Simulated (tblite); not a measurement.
Species: C₁₄H₆O₂.
SMILES: `C#Cc1ccc2c3c(cccc13)C(=O)C2=O`

Computed values, GFN2-xTB/tblite, gas phase, harmonic and unscaled. Errors from tens to a few hundred cm⁻¹ against measured bands are possible.

Harmonic wavenumbers (cm⁻¹): 60.0, 71.1, 108.0, 144.5, 156.2, 215.0, 264.0, 295.7, 335.4, 352.7, 374.1, 383.6, 419.3, 454.1, 465.5, 520.3, 539.4, 570.2, 594.2, 599.0, 614.7, 671.4, 682.4, 730.9, 747.9, 755.1, 805.4, 808.2, 842.6, 888.7, 903.0, 914.7, 929.4, 963.5, 1030.8, 1073.7, 1114.2, 1173.7, 1183.5, 1211.2, 1237.1, 1241.6, 1328.6, 1342.5, 1385.0, 1429.5, 1433.1, 1479.3, 1568.0, 1579.0, 1598.3, 1755.1, 1778.1, 2243.7, 3082.7, 3087.9, 3092.7, 3102.3, 3103.9, 3393.0.

A = 1023, B = 462.6, C = 318.6 MHz; mass 206.037 u (most abundant isotopes); point group Cs, symmetry number 1.

Question: What is the zero-point energy?

Answer: ½Σν̃ = 32614 cm⁻¹ = 93.25 kcal/mol.

Question: Give the ideal-gas entropy at 500 K and 1 bar in the rigid-rotor, harmonic-oscillator model (classical rotation).

Answer: Translation 44.47, rotation 33.57, vibration 63.68: S = 141.7 cal/(mol K).

Question: And Cp and H(500 K) − H(0)?

Answer: Cp = 74.70 cal/(mol K), of which vibrations give 66.75 (their classical limit is 60 R = 119.2); H(500 K) − H(0) = 21.18 kcal/mol without the zero-point energy, 17.21 from vibrations.

Question: Blend soft modes into free rotors: weight 1/[1 + (100 cm⁻¹/ν̃)⁴] for the oscillator and the rest for a rotor with moment μB/(μ + B), μ = h/(8π²ν), B = 10⁻⁴⁴ kg m². What vibrational entropy results?

Answer: 60.43 cal/(mol K) in place of 63.68, which changes −T·S at 500 K by +1.62 kcal/mol.

Question: Which modes carry the vibrational entropy at 500 K?

Answer: 60.0 cm⁻¹: 5.48; 71.1 cm⁻¹: 5.14; 108.0 cm⁻¹: 4.32; 144.5 cm⁻¹: 3.75; 156.2 cm⁻¹: 3.59; 215.0 cm⁻¹: 2.97 cal/(mol K); the other 54 give 38.42 together.

Question: How do the functions run with temperature in this model?

Answer: 
| T (K) | S (cal/(mol K)) | Cp (cal/(mol K)) | H − H(0) (kcal/mol) | G − H(0) (kcal/mol) | ln q(vib) |
| --- | --- | --- | --- | --- | --- |
| 100 | 73.7 | 20.0 | 1.32 | -6.05 | 1.59 |
| 200 | 92.3 | 35.7 | 4.09 | -14.36 | 4.52 |
| 300 | 109.7 | 51.0 | 8.44 | -24.46 | 7.81 |
| 800 | 181.7 | 94.9 | 46.97 | -98.42 | 24.76 |
| 1000 | 203.8 | 102.8 | 66.78 | -137.03 | 30.91 |

q(vib) and H(0) count from the zero-point level.

Question: What must be added to the electronic energy to get the Gibbs energy at 500 K and 1 bar?

Answer: ZPE + [H(500 K) − H(0)] − T·S = 93.25 + 21.18 − 70.86 = 43.57 kcal/mol.

Hindered rotation and anharmonicity are outside this model.
